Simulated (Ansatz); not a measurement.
`B[SiH2][GeH2][SiH3]` + HCl → `[SiH3][GeH2][SiH2]Cl` + BH₃ at 700 K and 1 bar (cleavage of the Si–B bond).

Computed with Ansatz on PBE0-D4/def2-TZVP structures; ΔE is electronic, products minus reactants. CCSD(T)/CBS adds triple-zeta CCSD(T) − MP2 to the extrapolated MP2 energy (def2 sets, frozen cores). This one scheme is used for every species. For Ge outer-core shells are correlated without core-valence functions, which leaves a few kJ/mol of doubt a bond. Scalar relativity is left out up to krypton. One conformer a species, not always the lowest.

| species | CCSD(T)/CBS energy (Eh) | H − E (kJ/mol) | S (J/(mol·K)) |
| --- | --- | --- | --- |
| `B[SiH2][GeH2][SiH3]` | -2684.43718 | 308.0 | 570.7 |
| HCl | -460.38127 | 38.4 | 211.8 |
| `[SiH3][GeH2][SiH2]Cl` | -3118.30397 | 248.7 | 541.1 |
| BH₃ | -26.55200 | 96.5 | 225.0 |

H − E and S are ideal-gas, rigid-rotor, harmonic terms from PBE0-D4/def2-TZVP, for one conformer and one mirror image of each species. 1 Eh = 2625.50 kJ/mol, R = 8.31446 J/(mol·K).

By hand: ΔE, ΔH, ΔS and ΔG.

ΔE = (-3118.30397) + (-26.55200) − (-2684.43718) − (-460.38127) = -0.03752 Eh = -98.5 kJ/mol. Δ(H − E) = 248.7 + 96.5 − 308.0 − 38.4 = -1.2, so ΔH = -99.7 kJ/mol. ΔS = 541.1 + 225.0 − 570.7 − 211.8 = -16.4 J/(mol·K). ΔG = -99.7 − 700 × (-16.4)/1000 = -88.2 kJ/mol.

By hand: the equilibrium constant, and the temperature at which ΔG would vanish if ΔH and ΔS stayed fixed.

log₁₀ K = −ΔG/(RT ln 10) = 6.6. ΔG = 0 at ΔH/ΔS = 6079 K, far beyond where these terms or the molecules hold.

ΔH outweighs TΔS. A doubt of 5 kJ/mol in ΔE shifts log₁₀ K by 0.4 here. Other conformers and mirror images would add mixing entropy, several J/(mol·K) or more a flexible species. Modes under 60 cm⁻¹, often nearly free rotors, make the harmonic entropy too high. These are equilibria of isolated gas molecules and say nothing of rates. Largest T1 diagnostic: 0.013 (customary marks: 0.02 for closed shells, 0.045 for open ones).
